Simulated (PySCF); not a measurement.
## How methods differ on the excitation energy of Te

Te [Kr] 4d10 5s2 5p4 (3P) → Te [Kr] 4d10 5s1 5p5, s spin flipped, as a difference of total energies. Calculation: PySCF 2.14, in def2-TZVPPD with the def2 core potential (28 electrons); scalar relativity through the core potential. Correlated levels: valence: 4s2 4p6 4d10 frozen; valence and next inner shell: nothing frozen outside the core potential. The calculations carry no spin-orbit coupling.

```tsv
method	excitation energy (eV)
UHF	12.292
LDA	10.004
PBE	10.000
PBE0	10.571
r2SCAN	10.488
r2SCAN0	10.915
B3LYP	10.377
r2SCANh	10.659
B2PLYP	10.474
MP2 (valence)	10.844
SCS-MP2 (valence)	10.627
MP2 (valence and next inner shell)	10.515
SCS-MP2 (valence and next inner shell)	10.342
```

Task: How much does correlation contribute at MP2 (valence and next inner shell)?

Result: 10.515 − (12.292) = -1.777 eV, measured against UHF.

The upper determinant mixes two multiplicities, so it lies between the two terms.

The upper state lies above the first ionisation limit, but in LS coupling its spin forbids autoionisation to the ground ion; at this Z spin-orbit coupling breaks that rule.
